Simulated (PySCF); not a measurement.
## Excitation energy of Cd by level of theory

Cd [Kr] 4d10 5s2 (1S) → Cd [Kr] 4d10 5s1 5p1 (3P), as a difference of total energies. Computed with PySCF 2.14 in aug-cc-pwCVTZ-PP with ECP28MDF (8s8p7d4f3g, 122 functions), with a scalar-relativistic core potential. Correlated levels: valence: 4s2 4p6 frozen; valence and next inner shell: nothing frozen outside the core potential. The calculations carry no spin-orbit coupling.

```
                            method  excitation energy (cm⁻¹)
                               UHF                     20094
                               LDA                     34565
                               PBE                     32469
                              PBE0                     29995
                         CAM-B3LYP                     31294
                              BLYP                     34247
                             B3LYP                     32502
                     MP2 (valence)                     31241
                 SCS-MP2 (valence)                     31693
MP2 (valence and next inner shell)                     31959
```

**Question.** Estimate what r2SCAN gives.

**Answer.** 30188 cm⁻¹, closest to PBE0 among the rows shown.

**Question.** Estimate what SCS-MP2 (valence and next inner shell) gives.

**Answer.** 32183 cm⁻¹, closest to MP2 (valence and next inner shell) among the rows shown.

Errors of the correlated levels include the incompleteness of this basis and the frozen core.

For comparison: 31246 cm⁻¹ (measured; NIST levels, between the centres of gravity of the two terms).
